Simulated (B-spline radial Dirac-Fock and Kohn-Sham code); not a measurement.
The computed values come from a radial atomic solver: Dirac-Fock ΔSCF + Breit + QED. Correlation and solid-state effects are left out.

**Question.** An atom or ion in its tabulated ground configuration has these computed binding energies (the last is its least bound level). Which is it?

| level | binding energy (eV) |
| --- | --- |
| K | 16120.1 |
| L1 | 2237.8 |
| L2 | 2023.8 |
| M3 | 287.7 |
| N2 | 35.24 |
| N3 | 34.05 |
| O1 | 10.44 |

**Answer.** Sr⁺: Z = 38 with 37 electrons, [Kr] 5s1. The hydrogen-like estimate √(E/Ry) = 34.4 for the K level lies 3.6 below Z; the outermost level, at 10.44 eV, fixes the charge.
